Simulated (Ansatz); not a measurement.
All values below come from PBE0-D4/def2-TZVP run with Ansatz (a first-principles code). No frequencies were computed at this level.

Ansatz 0.2 input:
```yaml
crystal:
  periodic: [false, false, false]
  atoms:
    - { symbol: C, position_ang: [-1.437732, -0.085178, -0.034197] }
    - { symbol: N, position_ang: [-0.144547, 0.523237, -0.234246] }
    - { symbol: Si, position_ang: [1.335249, -0.201065, 0.225139] }
    - { symbol: Cl, position_ang: [2.744994, 1.145308, -0.282254] }
    - { symbol: H, position_ang: [-1.3992, -0.711111, 0.853891] }
    - { symbol: H, position_ang: [-2.197033, 0.685086, 0.113426] }
    - { symbol: H, position_ang: [-1.738161, -0.710903, -0.881421] }
    - { symbol: H, position_ang: [-0.152284, 1.194236, -0.988989] }
    - { symbol: H, position_ang: [1.31215, -0.379767, 1.674591] }
    - { symbol: H, position_ang: [1.676562, -1.459843, -0.445941] }
basis:
  gaussian: { orbitals: def2-tzvp }
hamiltonian:
  xc: pbe0
  dispersion: d4
relax:
  max_steps: 150
```

Output:

```
[...]
these checks for a lower state are left out or cut short: starts, cluster_reference, orbital_swaps, neighbouring_geometries, increment
1135 factors; their error is unknown
mean field -23018.08060464 eV, -845.8988600050 hartree, gradient 2.0e-5 eV, S^2 0.000000; 0 other end points of the search recorded, 0 dependent functions left out
reference -23018.08063683 eV, -845.8988611881 hartree; 25, 25 occupied and 147, 147 virtual orbitals, 1135 factors
relax step   3: F+E_penalty+E_count = -23018.25216660 eV  Δ(F+E_penalty+E_count) = -4.791e-3 eV  max|allowed force component| = 6.128e-2 eV/Å  Δτ_max = 0.0228 Å  (31 SCF iters, accepted)
these checks for a lower state are left out or cut short: starts, cluster_reference, orbital_swaps, neighbouring_geometries, increment
1135 factors; their error is unknown
mean field evaluation 32: about -23018.0096 eV, gradient 1.3e0 eV
mean field -23018.08247777 eV, -845.8989288415 hartree, gradient 2.0e-5 eV, S^2 0.000000; 0 other end points of the search recorded, 0 dependent functions left out
reference -23018.08250994 eV, -845.8989300235 hartree; 25, 25 occupied and 147, 147 virtual orbitals, 1135 factors
relax step   4: F+E_penalty+E_count = -23018.25421841 eV  Δ(F+E_penalty+E_count) = -2.052e-3 eV  max|allowed force component| = 4.089e-2 eV/Å  Δτ_max = 0.0274 Å  (30 SCF iters, accepted)
these checks for a lower state are left out or cut short: starts, cluster_reference, orbital_swaps, neighbouring_geometries, increment
1135 factors; their error is unknown
mean field -23018.08708638 eV, -845.8990982048 hartree, gradient 2.2e-5 eV, S^2 0.000000; 0 other end points of the search recorded, 0 dependent functions left out
reference -23018.08711857 eV, -845.8990993878 hartree; 25, 25 occupied and 147, 147 virtual orbitals, 1135 factors
relax step   5: F+E_penalty+E_count = -23018.25898240 eV  Δ(F+E_penalty+E_count) = -4.764e-3 eV  max|allowed force component| = 7.838e-2 eV/Å  Δτ_max = 0.0832 Å  (30 SCF iters, accepted)
these checks for a lower state are left out or cut short: starts, cluster_reference, orbital_swaps, neighbouring_geometries, increment
1135 factors; their error is unknown
mean field -23018.09020134 eV, -845.8992126774 hartree, gradient 1.5e-5 eV, S^2 0.000000; 0 other end points of the search recorded, 0 dependent functions left out
reference -23018.09023341 eV, -845.8992138558 hartree; 25, 25 occupied and 147, 147 virtual orbitals, 1135 factors
relax step   6: F+E_penalty+E_count = -23018.26179767 eV  Δ(F+E_penalty+E_count) = -2.815e-3 eV  max|allowed force component| = 1.674e-1 eV/Å  Δτ_max = 0.1913 Å  (29 SCF iters, accepted)
these checks for a lower state are left out or cut short: starts, cluster_reference, orbital_swaps, neighbouring_geometries, increment
1135 factors; their error is unknown
mean field -23018.09508446 eV, -845.8993921287 hartree, gradient 2.0e-5 eV, S^2 0.000000; 0 other end points of the search recorded, 0 dependent functions left out
reference -23018.09511654 eV, -845.8993933076 hartree; 25, 25 occupied and 147, 147 virtual orbitals, 1135 factors
relax step   7: F+E_penalty+E_count = -23018.26669710 eV  Δ(F+E_penalty+E_count) = -4.899e-3 eV  max|allowed force component| = 8.721e-2 eV/Å  Δτ_max = 0.0452 Å  (30 SCF iters, accepted)
these checks for a lower state are left out or cut short: starts, cluster_reference, orbital_swaps, neighbouring_geometries, increment
1135 factors; their error is unknown
mean field evaluation 64: about -23018.0991 eV, gradient 3.3e-3 eV
mean field -23018.09908826 eV, -845.8995392655 hartree, gradient 2.1e-5 eV, S^2 0.000000; 0 other end points of the search recorded, 0 dependent functions left out
reference -23018.09912029 eV, -845.8995404427 hartree; 25, 25 occupied and 147, 147 virtual orbitals, 1135 factors
relax step   8: F+E_penalty+E_count = -23018.27056044 eV  Δ(F+E_penalty+E_count) = -3.863e-3 eV  max|allowed force component| = 7.590e-2 eV/Å  Δτ_max = 0.0577 Å  (30 SCF iters, accepted)
these checks for a lower state are left out or cut short: starts, cluster_reference, orbital_swaps, neighbouring_geometries, increment
1135 factors; their error is unknown
mean field -23018.10545726 eV, -845.8997733220 hartree, gradient 1.7e-5 eV, S^2 0.000000; 0 other end points of the search recorded, 0 dependent functions left out
reference -23018.10548937 eV, -845.8997745020 hartree; 25, 25 occupied and 147, 147 virtual orbitals, 1135 factors
relax step   9: F+E_penalty+E_count = -23018.27660658 eV  Δ(F+E_penalty+E_count) = -6.046e-3 eV  max|allowed force component| = 1.664e-1 eV/Å  Δτ_max = 0.1911 Å  (28 SCF iters, accepted)
these checks for a lower state are left out or cut short: starts, cluster_reference, orbital_swaps, neighbouring_geometries, increment
1135 factors; their error is unknown
mean field -23018.10947650 eV, -845.8999210266 hartree, gradient 2.6e-5 eV, S^2 0.000000; 0 other end points of the search recorded, 0 dependent functions left out
reference -23018.10950877 eV, -845.8999222125 hartree; 25, 25 occupied and 147, 147 virtual orbitals, 1135 factors
relax step  10: F+E_penalty+E_count = -23018.28034909 eV  Δ(F+E_penalty+E_count) = -3.743e-3 eV  max|allowed force component| = 2.308e-1 eV/Å  Δτ_max = 0.1140 Å  (27 SCF iters, accepted)
these checks for a lower state are left out or cut short: starts, cluster_reference, orbital_swaps, neighbouring_geometries, increment
1135 factors; their error is unknown
mean field -23018.11919375 eV, -845.9002781287 hartree, gradient 2.0e-5 eV, S^2 0.000000; 0 other end points of the search recorded, 0 dependent functions left out
reference -23018.11922610 eV, -845.9002793177 hartree; 25, 25 occupied and 147, 147 virtual orbitals, 1135 factors
relax step  11: F+E_penalty+E_count = -23018.29003424 eV  Δ(F+E_penalty+E_count) = -9.685e-3 eV  max|allowed force component| = 1.938e-1 eV/Å  Δτ_max = 0.0535 Å  (29 SCF iters, accepted)
these checks for a lower state are left out or cut short: starts, cluster_reference, orbital_swaps, neighbouring_geometries, increment
1135 factors; their error is unknown
mean field -23018.14328926 eV, -845.9011636225 hartree, gradient 1.6e-5 eV, S^2 0.000000; 0 other end points of the search recorded, 0 dependent functions left out
reference -23018.14332172 eV, -845.9011648152 hartree; 25, 25 occupied and 147, 147 virtual orbitals, 1135 factors
relax step  12: F+E_penalty+E_count = -23018.31466804 eV  Δ(F+E_penalty+E_count) = -2.463e-2 eV  max|allowed force component| = 2.697e-1 eV/Å  Δτ_max = 0.1921 Å  (29 SCF iters, accepted)
these checks for a lower state are left out or cut short: starts, cluster_reference, orbital_swaps, neighbouring_geometries, increment
1135 factors; their error is unknown
mean field evaluation 96: about -23018.0887 eV, gradient 3.0e-1 eV
mean field -23018.15597516 eV, -845.9016298208 hartree, gradient 1.6e-5 eV, S^2 0.000000; 0 other end points of the search recorded, 0 dependent functions left out
reference -23018.15600741 eV, -845.9016310058 hartree; 25, 25 occupied and 147, 147 virtual orbitals, 1135 factors
relax step  13: F+E_penalty+E_count = -23018.32764437 eV  Δ(F+E_penalty+E_count) = -1.298e-2 eV  max|allowed force component| = 4.702e-1 eV/Å  Δτ_max = 0.1967 Å  (29 SCF iters, accepted)
these checks for a lower state are left out or cut short: starts, cluster_reference, orbital_swaps, neighbouring_geometries, increment
1135 factors; their error is unknown
mean field -23018.16967670 eV, -845.9021333429 hartree, gradient 2.3e-5 eV, S^2 0.000000; 0 other end points of the search recorded, 0 dependent functions left out
reference -23018.16970881 eV, -845.9021345230 hartree; 25, 25 occupied and 147, 147 virtual orbitals, 1135 factors
relax step  14: F+E_penalty+E_count = -23018.34311523 eV  Δ(F+E_penalty+E_count) = -1.547e-2 eV  max|allowed force component| = 3.828e-1 eV/Å  Δτ_max = 0.1706 Å  (29 SCF iters, accepted)
these checks for a lower state are left out or cut short: starts, cluster_reference, orbital_swaps, neighbouring_geometries, increment
1135 factors; their error is unknown
mean field -23018.17364368 eV, -845.9022791267 hartree, gradient 8.5e-6 eV, S^2 0.000000; 0 other end points of the search recorded, 0 dependent functions left out
reference -23018.17367555 eV, -845.9022802981 hartree; 25, 25 occupied and 147, 147 virtual orbitals, 1135 factors
relax step  15: F+E_penalty+E_count = -23018.34918650 eV  Δ(F+E_penalty+E_count) = -6.071e-3 eV  max|allowed force component| = 1.236e0 eV/Å  Δτ_max = 0.1999 Å  (28 SCF iters, accepted)
these checks for a lower state are left out or cut short: starts, cluster_reference, orbital_swaps, neighbouring_geometries, increment
1135 factors; their error is unknown
mean field -23018.20354393 eV, -845.9033779408 hartree, gradient 2.3e-5 eV, S^2 0.000000; 0 other end points of the search recorded, 0 dependent functions left out
reference -23018.20357600 eV, -845.9033791194 hartree; 25, 25 occupied and 147, 147 virtual orbitals, 1135 factors
relax step  16: F+E_penalty+E_count = -23018.37946419 eV  Δ(F+E_penalty+E_count) = -3.028e-2 eV  max|allowed force component| = 7.665e-2 eV/Å  Δτ_max = 0.0953 Å  (29 SCF iters, accepted)
these checks for a lower state are left out or cut short: starts, cluster_reference, orbital_swaps, neighbouring_geometries, increment
1135 factors; their error is unknown
mean field evaluation 128: about -23018.2052 eV, gradient 2.2e-5 eV
mean field -23018.20524252 eV, -845.9034403626 hartree, gradient 2.2e-5 eV, S^2 0.000000; 0 other end points of the search recorded, 0 dependent functions left out
reference -23018.20527461 eV, -845.9034415419 hartree; 25, 25 occupied and 147, 147 virtual orbitals, 1135 factors
relax step  17: F+E_penalty+E_count = -23018.38081433 eV  Δ(F+E_penalty+E_count) = -1.350e-3 eV  max|allowed force component| = 4.799e-2 eV/Å  Δτ_max = 0.0421 Å  (30 SCF iters, accepted)
these checks for a lower state are left out or cut short: starts, cluster_reference, orbital_swaps, neighbouring_geometries, increment
1135 factors; their error is unknown
mean field -23018.20523927 eV, -845.9034402432 hartree, gradient 2.1e-5 eV, S^2 0.000000; 0 other end points of the search recorded, 0 dependent functions left out
reference -23018.20527140 eV, -845.9034414239 hartree; 25, 25 occupied and 147, 147 virtual orbitals, 1135 factors
relax step  18: F+E_penalty+E_count = -23018.38023703 eV  Δ(F+E_penalty+E_count) = +5.773e-4 eV  max|allowed force component| = 8.038e-2 eV/Å  Δτ_max = 0.0415 Å  (29 SCF iters, rejected (line search))
these checks for a lower state are left out or cut short: starts, cluster_reference, orbital_swaps, neighbouring_geometries, increment
1135 factors; their error is unknown
mean field -23018.20575754 eV, -845.9034592892 hartree, gradient 2.1e-5 eV, S^2 0.000000; 0 other end points of the search recorded, 0 dependent functions left out
reference -23018.20578964 eV, -845.9034604689 hartree; 25, 25 occupied and 147, 147 virtual orbitals, 1135 factors
relax step  19: F+E_penalty+E_count = -23018.38112842 eV  Δ(F+E_penalty+E_count) = -3.141e-4 eV  max|allowed force component| = 1.029e-2 eV/Å  Δτ_max = 0.0188 Å  (30 SCF iters, accepted)
these checks for a lower state are left out or cut short: starts, cluster_reference, orbital_swaps, neighbouring_geometries, increment
1135 factors; their error is unknown
mean field -23018.20581484 eV, -845.9034613950 hartree, gradient 2.1e-5 eV, S^2 0.000000; 0 other end points of the search recorded, 0 dependent functions left out
reference -23018.20584694 eV, -845.9034625748 hartree; 25, 25 occupied and 147, 147 virtual orbitals, 1135 factors
relax step  20: F+E_penalty+E_count = -23018.38114409 eV  Δ(F+E_penalty+E_count) = -1.566e-5 eV  max|allowed force component| = 1.115e-2 eV/Å  Δτ_max = 0.0060 Å  (32 SCF iters, accepted)
these checks for a lower state are left out or cut short: starts, cluster_reference, orbital_swaps, neighbouring_geometries, increment
1135 factors; their error is unknown
mean field -23018.20577802 eV, -845.9034600420 hartree, gradient 2.1e-5 eV, S^2 0.000000; 0 other end points of the search recorded, 0 dependent functions left out
reference -23018.20581012 eV, -845.9034612218 hartree; 25, 25 occupied and 147, 147 virtual orbitals, 1135 factors
relax step  21: F+E_penalty+E_count = -23018.38117353 eV  Δ(F+E_penalty+E_count) = -2.944e-5 eV  max|allowed force component| = 4.135e-3 eV/Å  Δτ_max = 0.0053 Å  (32 SCF iters, accepted)
1135 factors; their error is unknown
mean field evaluation 160: about -23018.2057 eV, gradient 3.2e-1 eV
mean field -23018.20577802 eV, -845.9034600420 hartree, gradient 2.1e-5 eV, S^2 0.000000; 1 other end points of the search recorded, 0 dependent functions left out
reference -23018.20581012 eV, -845.9034612218 hartree; 25, 25 occupied and 147, 147 virtual orbitals, 1135 factors
Total energy: -23018.38120564 eV, -845.9099068880 hartree
Atom 0 at    -1.403006     0.132853     0.097204 Å, force    -0.000501    -0.000175     0.004135 eV/Å
Atom 1 at    -0.187207    -0.180636    -0.626988 Å, force     0.000401     0.000878     0.000398 eV/Å
Atom 2 at     1.347613    -0.268238     0.092130 Å, force    -0.000043    -0.000748     0.002478 eV/Å
Atom 3 at     2.118322     1.550240     0.727326 Å, force    -0.000534     0.000377    -0.000055 eV/Å
Atom 4 at    -1.315882    -0.225270     1.125835 Å, force     0.000357     0.001318    -0.002706 eV/Å
Atom 5 at    -1.614885     1.207348     0.138298 Å, force     0.000433    -0.000827    -0.000245 eV/Å
Atom 6 at    -2.262932    -0.371974    -0.350815 Å, force    -0.000106    -0.000390    -0.000560 eV/Å
Atom 7 at    -0.231810     0.045184    -1.608546 Å, force    -0.000855     0.000265    -0.002261 eV/Å
Atom 8 at     1.253122    -1.092960     1.316801 Å, force     0.000073    -0.000093    -0.000190 eV/Å
Atom 9 at     2.296663    -0.796547    -0.911247 Å, force     0.000775    -0.000604    -0.000995 eV/Å
Dipole moment:    -0.375133    -0.154267    -0.223826 e Å
```

Cost: about 2.4 core-minutes (a rough figure).
